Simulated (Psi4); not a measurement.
Psi4 input (wB97X-D/6-311+G**):

```
memory 1500 MB

molecule {
0 2
C     1.59686800    0.71211700   -0.07494600
Si   -0.00952900   -0.20856300   -0.37574900
C    -1.50729300    0.88449800   -0.09190400
F    -0.08230700   -1.41246900    0.70829000
H     2.46148500    0.06146200   -0.20957200
H     1.61490600    1.10059300    0.94838300
H     1.68984500    1.55329100   -0.76474300
H    -1.49335300    1.27320100    0.93140400
H    -1.49904500    1.73037600   -0.78216300
H    -2.43711700    0.33349200   -0.23633200
symmetry c1
no_reorient
no_com
}

set {
  basis 6-311+G**
  reference uks
  scf_type df
  df_basis_scf def2-universal-jkfit
  dft_radial_points 99
  dft_spherical_points 590
  e_convergence 1e-8
  d_convergence 1e-7
  maxiter 150
}

e = energy('wb97x-d')
print_out(f'\nFINAL {e:.10f} DIPOLE {variable("CURRENT DIPOLE")[0]:.6f} {variable("CURRENT DIPOLE")[1]:.6f} {variable("CURRENT DIPOLE")[2]:.6f}\n')
```

From the output:

```
  HONO-1 :   20  A 1.9995814
  HONO-0 :   21  A 1.0000000
  LUNO+0 :   22  A 0.0004186
  LUNO+1 :   23  A 0.0000510
  LUNO+2 :   24  A 0.0000380
  LUNO+3 :   25  A 0.0000181

Computation Completed

Properties will be evaluated at   0.000000,   0.000000,   0.000000 [a0]

Properties computed using the SCF density matrix

 Multipole Moments:

 ------------------------------------------------------------------------------------
     Multipole            Electronic (a.u.)      Nuclear  (a.u.)        Total (a.u.)
 ------------------------------------------------------------------------------------

 L = 1.  Multiply by 2.5417464519 to convert [e a0] to [Debye]
 Dipole X            :          0.0451906            0.0000038            0.0451944
 Dipole Y            :          0.7874825            0.0000038            0.7874863
 Dipole Z            :         -0.2677655            0.0000019           -0.2677636
 Magnitude           :                                                    0.8329913

 ------------------------------------------------------------------------------------

FINAL -469.1937526391 DIPOLE 0.045194 0.787486 -0.267764

*** Psi4 exiting successfully. Buy a developer a beer!
```

The geometry given is a B3LYP-D3(BJ)/def2-TZVP minimum.
